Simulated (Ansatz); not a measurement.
Isolated molecules relaxed with PBE0-D4/def2-TZVP in Ansatz; ΔE leaves out vibrations. CBS: MP2 limit from def2 TZ/QZ plus the TZ coupled-cluster correction, frozen cores. This one scheme is used for every species. Functionals use def2-TZVPP. B3LYP here is the variant with VWN-RPA as its local correlation; programs differ in this. Each species was taken in one conformer, which may not be the lowest.

Consider the hydrogenolysis of a C–S bond: `O=C(S)N[SiH3]` + H₂ → `O=CN[SiH3]` + H₂S.

`O=C(S)N[SiH3]`:

Z-matrix (Å, degrees):
```
Si
N 1 1.761
H 1 1.479 2 110.9
H 1 1.485 2 103.4 3 -118.1
H 1 1.479 2 110.9 3 123.9
C 2 1.358 1 117.4 3 -61.9
H 2 1.005 1 123.2 3 118.1
S 6 1.785 2 119.1 1 180.0
O 6 1.208 2 122.0 1 -0.0
H 8 1.343 6 98.5 2 -0.1
```

H₂:

Z-matrix (Å, degrees):
```
H
H 1 0.746
```

`O=CN[SiH3]`:

```xyz
9

O     0.855    1.390    1.111
C    -0.222    0.846    1.200
N    -0.635   -0.102    0.322
Si    0.432   -0.563   -1.000
H    -0.944    1.083    2.002
H    -1.546   -0.505    0.468
H     0.704    0.591   -1.885
H     1.693   -1.139   -0.483
H    -0.337   -1.599   -1.735
```

H₂S:

```xyz
3

S    -0.371    0.478   -0.130
H    -0.577   -0.747    0.376
H     0.948    0.268   -0.246
```

```tsv
level	ΔE (kcal/mol)	difference from CCSD(T)/CBS
PBE-D4	-7.6	2.9
r2SCAN-D4	-8.0	2.5
PBE0-D4	-9.5	1.0
B3LYP-D4	-9.7	0.8
ωB97X-V	-10.7	-0.2
ωB97M-V	-10.6	-0.1
B2PLYP	-11.3	-0.8
PBE	-9.1	1.4
r2SCAN	-8.4	2.1
PBE0	-10.9	-0.4
B3LYP	-12.2	-1.7
HF/def2-TZVPP	-17.2	-6.7
MP2/def2-TZVPP	-9.4	1.1
SCS-MP2/def2-TZVPP	-11.1	-0.6
CCSD/def2-TZVPP	-13.1	-2.6
CCSD(T)/def2-TZVPP	-11.3	-0.8
HF/def2-QZVPP	-17.2	-6.7
MP2/def2-QZVPP	-9.0	1.5
SCS-MP2/def2-QZVPP	-10.7	-0.2
HF/CBS(def2)	-17.2	-6.7
MP2/CBS(def2)	-8.6	1.9
CCSD/CBS(def2)	-12.3	-1.8
CCSD(T)/CBS	-10.5	0
```

Largest T1 diagnostic among the species: 0.015.

From PBE to PBE0 (25 % exact exchange), in def2-TZVPP and without D4, ΔE moves by −1.7 kcal/mol. In def2-TZVPP, CCSD(T) changes the Hartree–Fock value by +5.9 kcal/mol (the triples alone add +1.8 kcal/mol) and MP2 by +7.8 kcal/mol. The D4 term adds +2.6 kcal/mol with B3LYP and +1.4 kcal/mol with PBE0; it sums over pairs of atoms, weighted by their polarisabilities, and B3LYP, whose exchange is more repulsive, gets the larger term.
